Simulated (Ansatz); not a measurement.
Reaction (ligand exchange at the Si–C bond): `CC[Si]O[SiH3]` + H–F → `F[Si]O[SiH3]` + `CC`

Calculated with Ansatz (gas phase, PBE0-D4/def2-TZVP geometries, no zero-point term in ΔE). CCSD(T)/CBS is the MP2 limit (def2-TZVPP, def2-QZVPP) plus CCSD(T) − MP2 in def2-TZVPP, frozen cores. This one scheme is used for every species. One conformer a species, not always the lowest.

```csv
species,CCSD(T)/def2-SVP energy (Eh)
`CC[Si]O[SiH3]`,-733.59645
H–F,-100.13914
`F[Si]O[SiH3]`,-754.29405
`CC`,-79.52151
```

(1) Work out ΔE.

(2) What do rigid-rotor, harmonic-oscillator terms from PBE0-D4/def2-TZVP frequencies (298.15 K, 1 bar) make of the CCSD(T)/CBS value? (Estimate.)

Largest T1 diagnostic among the species: 0.014.

## Answers

(1) ΔE = (-754.29405) + (-79.52151) − (-733.59645) − (-100.13914) = -0.07997 Eh = -210.0 kJ/mol. CCSD(T)/CBS gives -206.5 kJ/mol.

(2) Computed: ΔZPE = +7.7 kJ/mol, ΔH = -202.0 kJ/mol, ΔS = 13 J/(mol·K), ΔG = -205.9 kJ/mol. Modes under 50 cm⁻¹ make the entropy rough.

The D4 term adds +15.7 kJ/mol with B3LYP and +8.8 kJ/mol with PBE0; it sums over pairs of atoms, weighted by their polarisabilities, and B3LYP, whose exchange is more repulsive, gets the larger term. Leaving LDA and LC-ωPBE aside and taking each functional with its dispersion term where it has one, the values, not all of them listed here, spread over 29.4 kJ/mol, from B2PLYP to revPBE-D4. LDA lies +9.6 kJ/mol from PBE without D4.

B3LYP here is the variant with VWN-RPA as its local correlation; programs differ in this.
